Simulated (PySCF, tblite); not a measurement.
CH7NO2Si2.
Numbering: `[O:1]=[CH:2][O:3][SiH2:4][NH:5][SiH3:6]` (hydrogens: H7 on C2; H8, H9 on Si4; H10 on N5; H11, H12, H13 on Si6)

Structure used (GFN2-xTB), in Å, numbered top down from 1:
```
atom  x, y, z in Å
O1     3.3618   -0.6649   -0.2235
C2     2.9335    0.2500    0.4141
O3     1.6745    0.5491    0.5686
Si4    0.4709   -0.3705   -0.1470
N5    -0.9116    0.4187    0.4867
Si6   -2.5656   -0.0230    0.2133
H7     3.5805    0.9623    0.9594
H8     0.6045   -0.2443   -1.5945
H9     0.5649   -1.7448    0.3251
H10   -0.7441    1.2738    0.9906
H11   -2.8806    0.0909   -1.2121
H12   -2.7420   -1.4091    0.6415
H13   -3.3510    0.9123    1.0169
```

Jobs on this species (13 atoms, 64 electrons) with PySCF (density fitting) and tblite. Hardware of each: one thread of an Arm Neoverse N1 (shared host). Times come from a shared host and carry two figures at best.

```csv
level and settings,work,basis functions,SCF cycles,wall time
GFN2-xTB,L-BFGS relaxation,–,–,0.56 s
PBE0/pcSseg-1,"shieldings, charges and field gradients, density and orbital grids written",151,?,?
CAM-B3LYP/def2-SVPD,"8 singlets by full TDDFT, 3 Tamm–Dancoff triplets, polarisability",190,?,?
GFN2-xTB,Hessian by finite differences,–,–,0.61 s
```

Fill in the missing figures.

- PBE0/pcSseg-1; shieldings, charges and field gradients, density and orbital grids written: 35 s, 13 SCF cycles
- CAM-B3LYP/def2-SVPD; 8 singlets by full TDDFT, 3 Tamm–Dancoff triplets, polarisability: 54 s, 13 SCF cycles

What do all jobs in the table cost together?

About 90 s; the longest takes about 60 % of that, and about 96 times as long as the shortest.
